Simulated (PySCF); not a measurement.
## How methods differ on the excitation energy of Tc

Tc [Kr] 4d5 5s2 (6S) → Tc [Kr] 4d4 5s2 5p1 (high-spin determinant), as a difference of total energies. Calculation: PySCF 2.14, in x2c-TZVPPall with one added diffuse shell each of s, p, d, f type (9s7p7d3f1g, 95 functions); the spin-free X2C one-electron Hamiltonian (Gaussian nucleus). Correlated levels: valence: [Kr] frozen; valence and next inner shell: [Ar] 3d10 frozen. The calculations carry no spin-orbit coupling.

```csv
method,excitation energy (eV)
UHF,6.808
LDA,7.386
PBE,7.281
PBE0,7.230
r2SCAN,7.438
CAM-B3LYP,7.034
revPBE,7.288
LC-wPBE,6.961
BP86,7.262
MP2 (valence),7.155
SCS-MP2 (valence),6.752
MP2 (valence and next inner shell),7.289
SCS-MP2 (valence and next inner shell),6.976
```

Problem. How much does correlation contribute at MP2 (valence and next inner shell)?

Solution. 7.289 − (6.808) = 0.481 eV, measured against UHF.

A first-order spin-orbit estimate (lowest level to lowest level, LS coupling) adds -0.240 eV.

The upper state lies above the first ionisation limit, where it may autoionise and the basis confines it.

The determinant of the upper state mixes LS terms, which raises its energy above the lowest term, most at the Hartree-Fock and MP2 levels.
